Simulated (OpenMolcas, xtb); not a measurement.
## A ladder of methods for InNH3 (SMILES [NH2][InH])

InNH3: 5 atoms, total charge 0, spin state doublet. SMILES: `[NH2][InH]`. The shape is that of a PBE0-D4/def2-TZVP optimisation. This is one conformer, not always the lowest.

| atom | x (Å) | y (Å) | z (Å) |
| --- | --- | --- | --- |
| N | -0.2994 | -0.7365 | 0.2647 |
| In | 0.8466 | 0.9464 | 0.2960 |
| H | -0.8468 | -0.9608 | -0.5547 |
| H | 0.0176 | -1.5856 | 0.7076 |
| H | 0.3319 | 2.2626 | -0.7551 |

Each level gives the electronic atomisation energy (eV). The values are calculated. Electronic energies at fixed atoms, without zero-point motion or spin-orbit coupling.

| level | kind | program | value (eV) | less CCSD(T)/def2-SVP | CPU time (all runs) |
| --- | --- | --- | --- | --- | --- |
| GFN2-xTB | semi-empirical | xtb | 18.85 | +7.54 | under 2 s |
| UHF/def2-SVP (core potential) | Hartree–Fock | OpenMolcas | 7.73 | -3.58 | 7.5 s |
| USVWN5/def2-SVP (core potential) | LDA | OpenMolcas | 14.32 | +3.01 | 16 s |
| UPBE/def2-SVP (core potential) | GGA | OpenMolcas | 12.41 | +1.10 | 23 s |
| UM06-L/def2-SVP (core potential) | meta-GGA | OpenMolcas | 12.11 | +0.80 | 30 s |
| UBHLYP/def2-SVP (core potential) | global hybrid | OpenMolcas | 11.69 | +0.38 | 21 s |
| UPBE0/def2-SVP (core potential) | global hybrid | OpenMolcas | 12.09 | +0.78 | 21 s |
| ROCCSD(T)/def2-SVP (core potential) | coupled cluster or CI | OpenMolcas | 11.31 | 0.00 | 14 s |

ROCCSD(T)/def2-SVP (core potential) is the highest level here, not the true value. The values span 7.73 to 18.85 eV. The xTB rows lack spin polarisation, so open shells miss the exchange term that lowers them. In the correlated wave-function rows the outer d shell of In is correlated, in sets not made for it. Times are those of the runs behind each value, whatever else they computed, on shared processors of several kinds: orders of magnitude only.
